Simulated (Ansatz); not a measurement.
Two isomers of CH5NSeSi: A = `[SeH]C1N[SiH2]1`, B = `C=N[SiH2][SeH]`.

Computed with Ansatz on PBE0-D4/def2-TZVP structures; ΔE is electronic, products minus reactants. CCSD(T)/CBS is the MP2 limit (def2-TZVPP, def2-QZVPP) plus CCSD(T) − MP2 in def2-TZVPP, frozen cores. DFT in def2-TZVPP. B3LYP here is the variant with VWN-RPA as its local correlation; programs differ in this. For Se outer-core shells are correlated without core-valence functions, which leaves a few kJ/mol of doubt a bond. Scalar relativity is left out up to krypton. One conformer a species, not always the lowest.

Problem. Which isomer does CCSD(T)/CBS put lower? Give the gap. (Estimate.)

Solution. Ansatz gave: B, by 39.1 kcal/mol.

Problem. Give E(B) − E(A) in kcal/mol with B2PLYP, LDA (SPW92), r2SCAN-D4, MP2/def2-TZVPP, CCSD(T)/def2-SVP, B3LYP, HF/def2-TZVPP. (Best estimate.)

Solution. Ansatz gave: B2PLYP -40.0, LDA (SPW92) -30.1, r2SCAN-D4 -37.4, MP2/def2-TZVPP -37.1, CCSD(T)/def2-SVP -42.0, B3LYP -40.6, HF/def2-TZVPP -48.1. None reverses the order clearly.

Problem. Does the order hold for the free energy at 298.15 K (harmonic terms from PBE0-D4)? (Best estimate.)

Solution. Computed: Yes: G(B) − G(A) = -39.9 kcal/mol, for one conformer each.

Largest T1 diagnostic: 0.012.

In def2-TZVPP, CCSD(T) changes the Hartree–Fock value by +9.0 kcal/mol (the triples alone add +0.6 kcal/mol) and MP2 by +11.0 kcal/mol. Leaving LDA and LC-ωPBE aside and taking each functional with its dispersion term where it has one, the values, not all of them listed here, spread over 6.5 kcal/mol, from BHLYP-D4 to PBE-D4. LDA lies +5.3 kcal/mol from PBE without D4.
